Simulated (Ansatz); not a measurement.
Basis-set extrapolation for `NCBO` (PBE0-D4/def2-TZVP geometry, frozen core, Ansatz). Multiplicity 1, RHF reference.

```csv
,def2-TZVPP,def2-QZVPP
HF,-195.484101,-195.493637
MP2 correlation,-0.735224,-0.787921
CCSD(T) correlation,-0.794124,-0.841760
```

Energies in hartree. Use E(X) = E(∞) + A·exp(−7.88·√X) for Hartree–Fock and E(X) = E(∞) + B·X^(−2.97) for correlation, with X = 3 and 4.

Q: What is the CCSD(T) energy at the basis-set limit?

A: HF limit: -195.493637 + (-0.009536) × 0.13774 = -195.49495. Correlation limit: -0.841760 + (-0.047636) × 0.74074 = -0.87705. Total: -196.37200 hartree, 2.55 eV below CCSD(T)/def2-TZVPP.
